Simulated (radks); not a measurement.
The numbers below are computed, except where a source is named.
Numerical settings for the potassium ion K+, [Ar]. Level of theory: scalar-relativistic Kohn-Sham, r2SCAN, spin-polarised, spherical densities, finite nucleus; meta-GGA in the generalised Kohn-Sham scheme; Fermi nuclear charge, rms radius 3.4349 fm (a radial shooting solver on a logarithmic mesh with Libxc functionals). The defaults (mesh step 0.008 in ln r, mesh end at 40 bohr or more with all orbitals vanishing there, Anderson mixing 0.5 over 9 steps, residual threshold near 1e-9 with the energy settled to 1e-9 hartree or 1e-11 of itself, here a cap of 89 iterations) give E = -602.122 hartree and 3p at -25.469 eV in 12 iterations. Run on one thread of a shared host, so times are rough (Arm Neoverse V1): 0.11 s of CPU time, 0.11 s wall, 12 iterations on 2189 mesh points. Changes against that run (0 stands for a change within the tolerance of the run):

setting,iterations,converged,E (mhartree),e(3p) (meV),CPU (s)
mesh step in ln r 0.02,10,yes,0,0,0.05
mesh step in ln r 0.003,15,yes,0,0,0.32
mesh step in ln r 0.03,10,yes,-0.0352,0,0.03
mesh end (bohr) 1,11,level above zero,+8.09e+04,+3.62e+05,0.08
mesh end (bohr) 5,12,yes,+2.56,+93.7,0.1
residual threshold 1e-16,89,no,0,0,0.48
residual threshold 1e-05,11,yes,0,+0.0972,0.1
mixing 1,14,yes,0,0,0.12
"linear mixing, mixing 1",38,no,diverged,-,0.4
"linear mixing, mixing 0.05",89,no,+0.159,-84.8,0.71
mixing history 2,22,yes,0,0,0.17
iteration cap 5,5,no,+0.00386,+12.4,0.05

Settled on a wrong energy, with an occupied level pushed above zero by the early mesh end: mesh end (bohr) 1 (+80.9 hartree). Apart from these: settings that end as converged yet miss the energy by more than 1 mhartree: mesh end (bohr) 5 (+0.00256 hartree). A mesh that ends early acts as a hard wall.
